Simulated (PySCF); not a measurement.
A species of formula C3H15N2PSi2 has this rotational fingerprint, computed with PBE0/pcSseg-1 in PySCF (dipole) on a GFN2-xTB geometry, gas phase:

| Item | Value |
| --- | --- |
| Rotational constants | A = 1337, B = 1096, C = 714.2 MHz |
| Dipole components | \|μa\| = 0.11 D, \|μb\| = 1.06 D, \|μc\| = 0.16 D |
| Inertial defect | -131.52 u·Å² |
| κ | 0.23 |

Problem. Which structure is it? (One computed conformer of each.)
A. `[CH3:1][N:2]([CH3:3])[SiH2:4][N:5]([CH3:6])[SiH2:7][PH2:8]` with C1–N2–Si4–N5 59°, N2–Si4–N5–C6 -155°, Si4–N5–Si7–P8 -14°, N5–Si7–P8–H 73° and 165°
B. `[CH3:1][NH:2][Si@@:3]([SiH3:4])([PH2:5])[N:6]([CH3:7])[CH3:8]` with C1–N2–Si3–Si4 -63°, N2–Si3–P5–H -154° and -62°, N2–Si3–N6–C7 -155°
C. `[CH3:1][CH2:2][N:3]([SiH3:4])[Si@:5]([CH3:6])([NH2:7])[PH2:8]` with C1–C2–N3–Si4 81°, C2–N3–Si5–C6 -129°, N3–Si5–N7–H -172° and 50°, N3–Si5–P8–H -87° and -179°
D. `[CH3:1][NH:2][Si@@H:3]([PH2:4])[SiH2:5][N:6]([CH3:7])[CH3:8]` with C1–N2–Si3–P4 -169°, N2–Si3–P4–H 170° and -98°, N2–Si3–Si5–N6 -53°, Si3–Si5–N6–C7 161°
E. `[CH3:1][CH2:2][CH2:3][Si@:4]([NH2:5])([PH2:6])[NH:7][SiH3:8]` with C1–C2–C3–Si4 174°, C2–C3–Si4–N5 68°, C3–Si4–N5–H -73° and 63°, C3–Si4–P6–H 97° and -171°, C3–Si4–N7–Si8 51°

Solution. A. It is CN(C)[SiH2]N(C)[SiH2]P, an asymmetric top, point group C1. The candidates at the same level (rigid rotor, commonest isotopes):

```
                  SMILES  A (MHz)  B (MHz)  C (MHz)  μa (D)  μb (D)  μc (D)  Δ (u·Å²)  point group           rotor
 CN[Si@@H](P)[SiH2]N(C)C     1351    758.9    613.9    0.97    0.31    0.68   -216.66           C1  asymmetric top
  CN(C)[SiH2]N(C)[SiH2]P     1337     1096    714.2    0.11    1.06    0.16   -131.52           C1  asymmetric top
 CCN([SiH3])[Si@](C)(N)P     1387    949.8    717.4    0.04    1.52    0.24   -192.04           C1  asymmetric top
   CCC[Si@](N)(P)N[SiH3]     1191    726.5    613.8    0.48    0.07    2.26   -296.76           C1  asymmetric top
CN[Si@@]([SiH3])(P)N(C)C     1071    944.4    813.3    0.19    0.45    0.70   -385.60           C1  asymmetric top
```

`CN[Si@@H](P)[SiH2]N(C)C` has B 31 % too low; `CCC[Si@](N)(P)N[SiH3]` has B 34 % too low; `CN[Si@@]([SiH3])(P)N(C)C` has A 20 % too low; `CCN([SiH3])[Si@](C)(N)P` has B 13 % too low. No structure here is proved a minimum.
